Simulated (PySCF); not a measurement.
**C (carbon, neutral) across methods**

[He] 2s1 2p3, high-spin 5S determinant (an excited configuration). Computed with PySCF 2.14 in aug-cc-pVDZ (4s3p2d, 23 functions), with the non-relativistic Hamiltonian (point nucleus).

| method | E (hartree) | mean ε 1s β (eV) | mean ε 2s α (eV) | mean ε 2p α (eV) | Σ⟨r²⟩ (bohr²) | ⟨S²⟩ |
| --- | --- | --- | --- | --- | --- | --- |
| revPBE | -37.6858 | -271.57 | -15.557 | -6.802 | 14.28 | 6.000 |
| TPSSh | -37.6955 | -277.04 | -16.892 | -7.503 | 14.08 | 6.000 |
| wB97X-V | -37.6746 | -281.68 | -20.866 | -10.896 | 14.21 | 6.000 |
| PBE | -37.6385 | -271.24 | -15.529 | -6.834 | 14.30 | 6.000 |
| r2SCAN | -37.6937 | -274.98 | -16.749 | -7.292 | 13.98 | 6.000 |
| wB97M-V | -37.6755 | -283.60 | -20.174 | -10.669 | 14.41 | 6.000 |
| LDA | -37.3098 | -268.38 | -15.297 | -6.889 | 14.37 | 6.000 |
| UHF | -37.59093 | -305.54 | -25.655 | -13.041 | 13.74 | 6.000 |
| PBE0 | -37.6517 | -279.94 | -18.143 | -8.459 | 14.05 | 6.000 |
